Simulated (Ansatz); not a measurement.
`C[BH][AlH][AlH2]` + NH₃ → `[NH2][AlH][AlH2]` + `BC` at 600 K and 1 bar (cleavage of the Al–B bond).

Gas-phase electronic energies from Ansatz, PBE0-D4/def2-TZVP geometries. CCSD(T)/CBS is the MP2 limit (def2-TZVPP, def2-QZVPP) plus CCSD(T) − MP2 in def2-TZVPP, frozen cores. This one scheme is used for every species. One conformer a species, not always the lowest.

```csv
species,CCSD(T)/CBS energy (Eh),H − E (kJ/mol),S (J/(mol·K))
`C[BH][AlH][AlH2]`,-551.02087,248.9,485.2
NH₃,-56.50880,112.4,219.5
`[NH2][AlH][AlH2]`,-541.74510,175.3,415.6
`BC`,-65.83255,180.5,296.9
```

H − E and S are ideal-gas, rigid-rotor, harmonic terms from PBE0-D4/def2-TZVP, for one conformer and one mirror image of each species. 1 Eh = 2625.50 kJ/mol, R = 8.31446 J/(mol·K).

**Question.** By hand: ΔE, ΔH, ΔS and ΔG.

**Answer.** ΔE = (-541.74510) + (-65.83255) − (-551.02087) − (-56.50880) = -0.04798 Eh = -126.0 kJ/mol. Δ(H − E) = 175.3 + 180.5 − 248.9 − 112.4 = -5.5, so ΔH = -131.5 kJ/mol. ΔS = 415.6 + 296.9 − 485.2 − 219.5 = 7.8 J/(mol·K). ΔG = -131.5 − 600 × (7.8)/1000 = -136.2 kJ/mol.

**Question.** By hand: the equilibrium constant, and the temperature at which ΔG would vanish if ΔH and ΔS stayed fixed.

**Answer.** log₁₀ K = −ΔG/(RT ln 10) = 11.9. ΔH and −TΔS have one sign here, so there is no such temperature.

The number of gas molecules stays the same, so ΔS is small and ΔH decides. A doubt of 5 kJ/mol in ΔE shifts log₁₀ K by 0.4 here. Other conformers and mirror images would add mixing entropy, several J/(mol·K) or more a flexible species. Modes under 60 cm⁻¹, often nearly free rotors, make the harmonic entropy too high. These are equilibria of isolated gas molecules and say nothing of rates. Largest T1 diagnostic: 0.013 (customary marks: 0.02 for closed shells, 0.045 for open ones).

ΔS is within the doubt of such terms, so its sign, and with it that verdict, could turn.
